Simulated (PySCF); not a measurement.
# Spin states and ions at one geometry of [ReO2F2]−

PySCF 2.14.0, RKS PBE, Re def2-SVP with ECP60, O def2-SVP, F def2-SVP; non-relativistic Hamiltonian with scalar-relativistic core potentials where named; density fitting; no spin-orbit coupling; singlets restricted, open shells unrestricted. The geometry is relaxed for charge -1, singlet, vacuum:

```xyz
5

Re    0.0665    0.0665    0.0000
O     1.7254   -0.1036    0.4518
O    -0.1036    1.7254   -0.4518
F    -1.8075   -0.1712    0.4402
F    -0.1712   -1.8075   -0.4402
```

Energies count from the relaxed state; an electron taken off or put on is at rest in vacuum. Charges and spins are Mulliken's.

Problem. Order these states by energy, lowest first.
A. charge -1, quintet, vacuum
B. charge -1, singlet, vacuum
C. charge -1, triplet, vacuum
D. charge 0, doublet, vacuum

Solution. B (0.00 eV), C (1.38 eV), D (3.10 eV), A (5.08 eV).

Problem. How do charge and spin on the first atom follow?

Solution. 
```tsv
state	spin squared	charge on Re1 (e)	spin on Re1 (e)	dipole about the centre of mass (D)
charge -1, singlet, vacuum	0.00	0.52	0.00	0.08
charge -1, triplet, vacuum	2.00	0.62	1.70	0.13
charge -1, quintet, vacuum	6.01	0.48	2.37	0.83
charge 0, doublet, vacuum	0.76	1.07	0.94	0.65
```

With an electron taken off (doublet) the charges change, summed by element, by Re +0.55 e, O +0.28 e, F +0.17 e. The vertical ionisation energy is 3.10 eV, against −ε(HOMO) = -0.21 eV of the relaxed state. The level lies 3.3 eV too high, as is usual for semilocal functionals and global hybrids, which keep a self-interaction error.

Open shells may have lower solutions than those found.
